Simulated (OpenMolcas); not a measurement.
**Re6+ in a point-charge field**

Re6+ among 6 point charges of -1.7 e arranged as a tetragonal octahedron (D4h), 1.87 Å from the ion, with the axial distance 2.244 Å.
```
   1.8700    0.0000    0.0000  -1.70
   0.0000    1.8700    0.0000  -1.70
  -1.8700    0.0000    0.0000  -1.70
   0.0000   -1.8700    0.0000  -1.70
   0.0000    0.0000    2.2440  -1.70
   0.0000    0.0000   -2.2440  -1.70
```

* Program: OpenMolcas 26.06
* Method: CASSCF
* Basis: ANO-RCC-VDZP [7s6p4d2f1g]
* Scalar Hamiltonian: DKH2, point nucleus
* Active space: 1 electron in 5 orbitals (5d)
* State averaging: 2S+1 = 2 even, 5 roots
* Spin-orbit coupling: state interaction with AMFI integrals over the reference wave functions

The lowest spin-free states (labels of D4, the rotations of D4h), above the lowest:

```json
{"State": "2E", "Degeneracy": "2", "E (cm-1)": "0.0", "Free-ion L (%)": "D (100)"}
{"State": "2A1", "Degeneracy": "1", "E (cm-1)": "4653", "Free-ion L (%)": "D (100)"}
{"State": "2B2", "Degeneracy": "1", "E (cm-1)": "5416", "Free-ion L (%)": "D (100)"}
{"State": "2B1", "Degeneracy": "1", "E (cm-1)": "16453", "Free-ion L (%)": "D (100)"}
```

The lowest levels with spin-orbit coupling:

```csv
E (cm-1),Degeneracy,Label,2S+1,g
0.0,2,E1/2,2,0.49 1.61 1.61
4140,2,E3/2,2,0.10 0.10 2.84
13010,2,E3/2,2,1.44 2.14 2.14
13825,2,E1/2,2,1.51 3.61 3.61
24433,2,E3/2,2,2.04 2.04 4.28
```

Powder χT (cm3 K/mol): 0.17 at 2 K, 0.17 at 10 K, 0.171 at 50 K, 0.173 at 100 K, 0.176 at 200 K, 0.179 at 300 K. The effective moment at 300 K is 2.828 √(χT) = 1.20 μB.

The lowest level has 2S+1 = 2, for which the spin-only value is χT = S(S+1) / 2 = 0.375 cm3 K/mol (g = 2). The computed 0.179 at 300 K differs by -0.196, through orbital momentum, spin-orbit coupling and any other state in reach.

An orbital doublet at a regular site is open to a Jahn-Teller distortion, which this geometry leaves out. This is an electrostatic model: the charges have no orbitals. No measured value stands beside these numbers.
